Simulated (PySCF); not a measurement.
TPSS on Cr (chromium, neutral)

Configuration: [Ar] 3d5 4s1, high-spin 7S determinant. Calculation: PySCF 2.14, in x2c-TZVPall; the spin-free X2C one-electron Hamiltonian (Gaussian nucleus).

```
Total energy                        : -1050.800 hartree
One-electron energy                 : -1446.565 hartree
Hartree (Coulomb) energy            : 445.003 hartree
Exchange-correlation energy         : -49.239 hartree
⟨S²⟩                                : 12.0001
⟨L²⟩                                : 0.000
Sum of ⟨r⟩                          : 20.57 bohr
Sum of ⟨r²⟩                         : 37.25 bohr²
Langevin diamagnetic susceptibility : -29.5 ×10⁻⁶ cm³/mol
Time after the integrals            : 1.8 s of wall time on 1 thread of Neoverse-V2 (shared host)
```

| shell | electrons | mean orbital energy (hartree) | rms radius, mean of both spins (bohr) |
| --- | --- | --- | --- |
| 1s α | 1 | -216.42786 | 0.0734 |
| 1s β | 1 | -216.42664 | 0.0734 |
| 2s α | 1 | -24.59432 | 0.318 |
| 2s β | 1 | -24.54037 | 0.318 |
| 2p α | 3 | -20.62025 | 0.288 |
| 2p β | 3 | -20.57609 | 0.288 |
| 3s α | 1 | -2.78367 | 0.969 |
| 3s β | 1 | -2.61760 | 0.969 |
| 3p α | 3 | -1.71842 | 1.05 |
| 3p β | 3 | -1.55009 | 1.05 |
| 4s α | 1 | -0.16350 | 3.55 |
| 3d α | 5 | -0.13502 | 1.75 |

Densities and radii are taken from the X2C orbitals without a picture-change correction, which distorts them close to the nucleus.
